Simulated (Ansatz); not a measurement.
Frontier orbitals of CH6GeO, SMILES `O[CH2][GeH3]`.

Total charge 0; spin multiplicity 1. Correlated methods include outer-core shells of Ge, which these sets cover unevenly. Scalar relativity is left out up to krypton. The structure was optimised at the PBE0-D4/def2-TZVP level. It is one conformer, not always the lowest. Basis def2-TZVPP, the Gaussian-basis code of Ansatz.

```
functional  HOMO (eV)  LUMO (eV)
     BHLYP      -9.60       1.35
```

Q: Give HOMO and LUMO (eV) with LDA (SPW92), PBE, revPBE, BLYP, r2SCAN, B97M-V, PBE0, B3LYP, r2SCANh, r2SCAN0, HSE06 (plane-wave form), CAM-B3LYP, LC-ωPBE, ωB97X-V, ωB97M-V, HF. (Estimate.)

A: Computed: 
| functional | HOMO | LUMO |
| --- | --- | --- |
| LDA (SPW92) | -6.53 | -0.32 |
| PBE | -6.42 | -0.17 |
| revPBE | -6.37 | -0.10 |
| BLYP | -6.36 | -0.19 |
| r2SCAN | -6.79 | 0.45 |
| B97M-V | -6.97 | 0.05 |
| PBE0 | -8.11 | 0.69 |
| B3LYP | -7.87 | 0.34 |
| r2SCANh | -7.42 | 0.71 |
| r2SCAN0 | -8.37 | 1.09 |
| HSE06 (plane-wave form) | -7.70 | 0.32 |
| CAM-B3LYP | -9.61 | 1.49 |
| LC-ωPBE | -10.95 | 2.81 |
| ωB97X-V | -10.63 | 2.62 |
| ωB97M-V | -10.56 | 2.20 |
| HF | -11.51 | 3.38 |

B3LYP here is the variant with VWN-RPA as its local correlation; programs differ in this. LC-ωPBE has ω = 0.4 bohr⁻¹. Positive LUMOs are unbound and depend on the basis.
